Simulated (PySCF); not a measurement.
**Radial density of K⁺ (potassium, charge +1)**

UHF, [Ar], closed-shell 1S. All numbers are calculated (PySCF 2.14, the spin-free X2C one-electron Hamiltonian (Gaussian nucleus), in jorge-DZP-DKH).

```csv
r (bohr),4πr²ρ (e/bohr)
0.00128,0.1162
0.00215,0.2986
0.00362,0.7582
0.00609,1.870
0.0102,4.363
0.0172,9.210
0.0290,16.40
0.0488,21.99
0.0820,19.67
0.138,15.81
0.232,21.96
0.390,17.36
0.656,5.385
1.10,6.783
1.86,2.969
3.12,0.2078
5.25,0.0007066
```

Densities and radii are taken from the X2C orbitals without a picture-change correction, which distorts them close to the nucleus.
